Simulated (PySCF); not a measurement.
# Unknowns

Calculated, not measured (PySCF 2.14.0 with density-fitted response routines): PBE0/pcSseg-1 with gauge-including orbitals, geometry: GFN2-xTB. A single conformation, non-relativistic Hamiltonian, in vacuum, equivalent nuclei averaged.

Referencing at the same level of theory: ¹H and ¹³C vs TMS. Splittings of carbon signals by F and P are missing where no couplings were computed. Where no couplings were computed, multiplicities follow the n + 1 count of equivalent neighbours, and m marks all less simple cases (inequivalent or close neighbours, rings, F or P nearby). Shifts are as computed. Against solution values, carbons near 30 ppm lie about +3 ppm off and those near 130 ppm about +5 ppm. Of 1211 compounds with measured shifts, 218 miss one by over three times the rms of a fit or turn the order of signals round; such compounds aren't used in these exercises.

**Question.** C₆H₁₁O₂PSi. ¹H NMR (400 MHz, computed): δ 7.47 (m, 1H), 6.79 (m, 1H), 4.25 (s, 3H), 4.13 (s, 3H), 2.34 (m, 3H). ¹³C{¹H} NMR (computed): δ 166.6 (C), 160.8 (C), 146.9 (CH), 103.6 (C), 58.3 (CH3), 9.7 (CH3). Give a structure.

**Answer.** `[SiH3]C1=C[P@H](=O)C(C)=C1OC`. 6 carbon signals for 6 carbons: no two carbons are equivalent. Carbon types of the structure: 3 × C, 1 × CH, 2 × CH3, leaving 4 H on heteroatoms. δC 166.6: alkene carbon bearing oxygen; an sp2 carbon further deshielded by the attached heteroatom. δC 160.8: fully substituted alkene carbon; the olefinic region. δC 146.9: alkene CH; as expected for a trigonal carbon in a double bond. δC 103.6: β carbon of an enol-ether or enamine type C=C; the O or N lone pair pushes π density onto this β carbon and shields it.

The shifts were computed for this structure.

**Question.** C₆H₈O₂Si. ¹H NMR (500 MHz, computed): δ 7.15 (m, 1H), 6.71 (d, 1H), 6.18 (m, 1H), 4.81 (m, 2H), 2.31 (s, 3H). ¹³C{¹H} NMR (computed): δ 178.3 (C), 159.8 (C), 148.2 (CH), 138.6 (CH), 129.1 (CH), 22.9 (CH3). Identify the compound.

**Answer.** SMILES C1=C(OC(C)=O)[SiH2]C=C1. The formula gives 4 degrees of unsaturation (1 ring in the answer). 6 carbon signals for 6 carbons: no two carbons are equivalent. Carbon types of the structure: 2 × C, 3 × CH, 1 × CH3, leaving 2 H on heteroatoms. δC 178.3: ester carbonyl carbon; lone-pair donation from the attached heteroatom keeps it upfield of a ketone carbonyl. δC 159.8: alkene carbon bearing oxygen; an sp2 carbon further deshielded by the attached heteroatom. δC 148.2, 138.6: alkene CH; the olefinic region. δC 129.1: β carbon of an enol-ether or enamine type C=C.

The shifts were computed for this structure.
